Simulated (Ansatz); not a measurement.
`C=C([SiH3])CCl` + H–F → `C=C([SiH3])CF` + HCl  (substitution at a C–Cl bond)

Calculated with Ansatz (gas phase, PBE0-D4/def2-TZVP geometries, no zero-point term in ΔE). CBS: MP2 limit from def2 TZ/QZ plus the TZ coupled-cluster correction, frozen cores. This one scheme is used for every species. DFT in def2-TZVPP. B3LYP here is the variant with VWN-RPA as its local correlation; programs differ in this. Each species was taken in one conformer, which may not be the lowest.

`C=C([SiH3])CCl`:

```xyz
12

C    -0.237   -0.524   -1.522
C     0.042   -0.160   -0.271
Si   -0.768    1.355    0.483
C     1.028   -0.944    0.530
Cl    0.316   -1.512    2.075
H    -0.916    0.045   -2.147
H     0.210   -1.408   -1.972
H    -1.388    2.136   -0.620
H    -1.813    0.993    1.471
H     0.264    2.183    1.165
H     1.888   -0.335    0.812
H     1.374   -1.829   -0.004
```

H–F:

Cartesian coordinates in Å:
```
F 0.018 0.209 0.409
H -0.018 -0.209 -0.409
```

`C=C([SiH3])CF`:

Z-matrix (Å, degrees):
```
Si
C 1 1.870
H 1 1.489 2 110.6
H 1 1.489 2 110.6 3 -118.9
H 1 1.484 2 108.6 3 120.6
C 2 1.493 1 118.1 3 59.5
C 2 1.331 1 120.2 3 -120.4
F 6 1.379 2 112.6 1 -180.0
H 6 1.097 2 110.5 1 -59.6
H 6 1.097 2 110.5 1 59.7
H 7 1.085 2 121.5 1 180.0
H 7 1.084 2 121.4 1 -0.0
```

HCl:

Z-matrix (Å, degrees):
```
Cl
H 1 1.279
```

Task: Is it downhill or uphill in electronic energy at CCSD(T)/CBS, and by how much? (Best estimate.)

Result: The calculation gave: Uphill: ΔE = +6.3 kcal/mol.

Task: What do these levels give: ωB97M-V, B2PLYP, B3LYP, SCS-MP2/def2-QZVPP, MP2/CBS(def2), CCSD/CBS(def2)? (Best estimate.)

Result: Computed: ωB97M-V 3.6, B2PLYP 3.6, B3LYP 1.7, SCS-MP2/def2-QZVPP 6.6, MP2/CBS(def2) 9.1, CCSD/CBS(def2) 5.5 kcal/mol.

Largest T1 diagnostic among the species: 0.012.

In def2-TZVPP, CCSD(T) changes the Hartree–Fock value by +4.5 kcal/mol (the triples alone add +0.8 kcal/mol) and MP2 by +7.3 kcal/mol. The D4 term adds +2.0 kcal/mol with B3LYP and +1.1 kcal/mol with PBE0; it sums over pairs of atoms, weighted by their polarisabilities, and B3LYP, whose exchange is more repulsive, gets the larger term.
